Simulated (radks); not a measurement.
Q: The mean radii <r> (bohr) of the occupied orbitals of an atom or ion are listed with their occupations. All-electron calculation, scalar-relativistic Kohn-Sham, PBE, spin-polarised, spherical densities, point nucleus. Program: a radial shooting solver on a logarithmic mesh with Libxc functionals.

| orbital | occ. | <r> |
|---|---|---|
| 1s down | 1 | 0.02409 |
| 1s up | 1 | 0.02409 |
| 2s up | 1 | 0.1031 |
| 2s down | 1 | 0.1031 |
| 2p up | 3 | 0.09055 |
| 2p down | 3 | 0.09055 |
| 3s up | 1 | 0.2724 |
| 3s down | 1 | 0.2723 |
| 3p up | 3 | 0.2705 |
| 3p down | 3 | 0.2704 |
| 3d up | 5 | 0.2476 |
| 3d down | 5 | 0.2474 |
| 4s up | 1 | 0.6227 |
| 4s down | 1 | 0.6224 |
| 4p up | 3 | 0.6597 |
| 4p down | 3 | 0.6594 |
| 4d up | 5 | 0.7277 |
| 4d down | 5 | 0.7276 |
| 5s up | 1 | 1.502 |
| 5s down | 1 | 1.514 |
| 5p up | 3 | 1.746 |
| 5p down | 3 | 1.767 |
| 4f up | 3 | 1.136 |
| 6d up | 1 | 7.583 |

Name the element and its charge. Open shells, if any, are filled with parallel spins first.

A: Z = 59, praseodymium, charge +1: Pr+ in [Xe] 4f3 6d1. The 1s radius gives Z: for a bare nucleus <r> = (2 gamma + 1)/(2Z) with gamma = sqrt(1 - (Z/c)^2), 0.02377 bohr for Z = 59, and screening makes it slightly larger (0.02409 here). The occupations add up to 58, and the charge is Z minus that.
